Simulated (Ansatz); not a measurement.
Reactions of C2H7FO2Sn, SMILES `C[O][SnH]([F])[O]C`.

Computed with Ansatz on PBE0-D4/def2-TZVP structures; ΔE is electronic, products minus reactants. CBS: MP2 limit from def2 TZ/QZ plus the TZ coupled-cluster correction, frozen cores. This one scheme is used for every species. Elements past krypton have def2 core potentials. For I, Mg, Sn outer-core shells are correlated without core-valence functions, which leaves a few kJ/mol of doubt a bond. One conformer a species, not always the lowest.

(1) Order these by ΔE at CCSD(T)/CBS, lowest first. (Estimate.)
A. `C[O][SnH]([F])[O]C` + `[CH3][Mg][Cl]` → `C[O][SnH]([Cl])[O]C` + `[CH3][Mg][F]`
B. `C[O][SnH]([F])[O]C` + `C[Si](C)(C)CBCl` → `C[O][Sn]([F])([CH2][Si](C)(C)C)[O]C` + `BCl`
C. `C[O][SnH]([F])[O]C` + `CC(C)(C)I` → `C[O][Sn]([F])([O]C)[C](C)(C)C` + HI

Largest T1 diagnostic: 0.014, for `C[O][SnH]([F])[O]C`.

Results:

(1) C (-0.23 eV), A (-0.14 eV), B (+0.05 eV).
